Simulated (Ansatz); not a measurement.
Mulliken charges of AgF (`[F][Ag]`) from PBE/def2-TZVPP in Ansatz (PBE0-D4/def2-TZVP geometry).

| atom | x (Å) | y (Å) | z (Å) | charge (e) |
| --- | --- | --- | --- | --- |
| F1 | 0.860 | -0.334 | 0.426 | -0.512 |
| Ag2 | -0.830 | 0.274 | -0.421 | 0.512 |

Problem. By hand: the dipole of these point charges (1 e Å = 4.8032 D).

Solution. Σ q r = (-0.865, 0.311, -0.434) e Å, of length 1.017 e Å = 4.88 D.

Problem. How does the dipole of the full density compare? (Estimate.)

Solution. Computed: (-0.892, 0.321, -0.447) e Å, 5.03 D; the point charges give 0.97 times that, at 0° from its direction.

Point charges leave out the atoms' own dipoles, such as those of lone pairs, and Mulliken's split depends on the basis, so the close match here is no proof of good charges.
